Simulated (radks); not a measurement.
Values are calculated unless marked as measured or tabulated.
Q: The chlorine anion Cl-, [Ar], held by a Watson sphere: a shell of charge +1 at radius R that stands for the Madelung well of a crystal (potential energy -1/R inside, -1/r outside, in hartree with lengths in bohr). Code: a radial shooting solver on a logarithmic mesh with Libxc functionals. Model: non-relativistic Kohn-Sham, LB94 model potential, spin-polarised, spherical densities, point nucleus. Response by self-consistent Sternheimer equations with the Hartree and adiabatic LDA kernel. The sphere does not respond.

| R (bohr) | e(2p) (eV) | e(3s) (eV) | e(3p) (eV) | <r> 3p (bohr) | sum of <r^2> (bohr^2) | X-ray form factor at sin(theta)/lambda = 0.1 1/angstrom | alpha (bohr^3) |
|---|---|---|---|---|---|---|---|
| 2.24 | -205.48 | -24.891 | -13.467 | 1.896 | 33.46 | 15.883 | 18.48 |
| 2.27 | -205.45 | -24.823 | -13.408 | 1.899 | 33.56 | 15.878 | 18.65 |
| 2.47 | -205.21 | -24.383 | -13.017 | 1.918 | 34.19 | 15.848 | 19.82 |
| 2.55 | -205.11 | -24.213 | -12.862 | 1.925 | 34.42 | 15.837 | 20.28 |
| 2.59 | -205.05 | -24.129 | -12.785 | 1.928 | 34.53 | 15.832 | 20.52 |
| 3.59 | -203.64 | -22.317 | -11.033 | 1.982 | 36.52 | 15.749 | 25.86 |
| 3.97 | -203.13 | -21.762 | -10.479 | 1.993 | 36.96 | 15.733 | 27.48 |
| 4.56 | -202.42 | -21.023 | -9.738 | 2.003 | 37.41 | 15.719 | 29.47 |

Estimate the row for R = 4.44 bohr.

A: e(2p) (eV) -202.56; e(3s) (eV) -21.163; e(3p) (eV) -9.878; <r> 3p (bohr) 2.002; sum of <r^2> (bohr^2) 37.34; X-ray form factor at sin(theta)/lambda = 0.1 1/angstrom 15.721; alpha (bohr^3) 29.12.
